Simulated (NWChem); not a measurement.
System: CH₅FOSi; SMILES CO[SiH2]F

All runs: NWChem. Geometry: optimised at PBE0/def2-SVP. Level: PBE0/def2-SVP with SMD, gas-phase geometry; reactions with the solvents are ignored. One conformer.

```json
[
 {"SMD term (kcal/mol)": "distortion of the solute's density", "water": "0.47", "n-hexane": "0.06"},
 {"SMD term (kcal/mol)": "polarisation", "water": "-4.15", "n-hexane": "-1.31"},
 {"SMD term (kcal/mol)": "cavity, dispersion and structure", "water": "3.55", "n-hexane": "-0.27"}
]
```

Question: Sum the solvation free energies, find the transfer free energy from water to n-hexane and the partition coefficient at 298.15 K.

Answer: 
1. ΔG(solv, water) = -0.13 kcal/mol and ΔG(solv, n-hexane) = -1.52 kcal/mol (1 M gas to 1 M solution).
2. Transfer: -1.52 − (-0.13) = -1.39 kcal/mol.
3. log₁₀ K(n-hexane/water) = −ΔG/(RT ln 10) = 1.39/1.364 = 1.0, so the model puts more of the solute in n-hexane.
4. Of the transfer energy, 2.43 kcal/mol is electrostatic and -3.82 comes from the non-electrostatic term. The two phases are taken as the pure solvents.
